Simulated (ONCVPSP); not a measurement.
**An all-electron radial function and its pseudo partner (lutetium (Lu))**

Columns: radius, all-electron u(r) and pseudo u(r) of the 5s shell (level -61.09 eV) of lutetium in the configuration [Kr] 4d10 4f14 5s2 5p6 5d1 6s2; PBEsol, scalar-relativistic, ONCV scheme, ONCVPSP 4.0.1.

| r (bohr) | all-electron | pseudo |
| --- | --- | --- |
| 0.108 | 0.1552 | 0.1100 |
| 0.215 | 0.1718 | 0.2246 |
| 0.322 | -0.4745 | 0.3480 |
| 0.430 | -0.5236 | 0.4807 |
| 0.538 | -0.1280 | 0.6158 |
| 0.645 | 0.3458 | 0.7429 |
| 0.752 | 0.7235 | 0.8523 |
| 0.860 | 0.9626 | 0.9348 |
| 0.968 | 1.0734 | 0.9819 |
| 1.075 | 1.0893 | 0.9908 |
| 1.182 | 1.0433 | 0.9643 |
| 1.290 | 0.9601 | 0.9074 |
| 1.398 | 0.8590 | 0.8290 |
| 1.505 | 0.7536 | 0.7390 |
| 1.612 | 0.6508 | 0.6451 |
| 1.720 | 0.5544 | 0.5527 |
| 1.828 | 0.4677 | 0.4674 |
| 1.935 | 0.3921 | 0.3920 |
| 2.042 | 0.3267 | 0.3266 |
| 2.150 | 0.2702 | 0.2702 |
| 2.258 | 0.2226 | 0.2226 |
| 2.365 | 0.1831 | 0.1830 |
| 2.472 | 0.1501 | 0.1501 |
| 2.580 | 0.1225 | 0.1225 |
| 2.688 | 0.0998 | 0.0998 |
| 2.795 | 0.0813 | 0.0813 |

**Question.** How many radial nodes do the two functions have?

**Answer.** The all-electron 5s function has n − l − 1 = 4 (the table is too coarse to show those close to the nucleus); the pseudo-wave has 0, since the states of the same l below it are removed with the core.

**Question.** At about which radius was the pseudo-wave matched?

**Answer.** 2.00 bohr. The columns agree to 0.0005 from 1.83 bohr on; several derivatives are matched, so the curves merge somewhat inside the radius.

**Question.** Is the pseudo-wave norm-conserving?

**Answer.** Yes: the ONCV scheme keeps the norm inside the radius equal to the all-electron one, which fixes the energy derivative of the logarithmic derivative at the level.
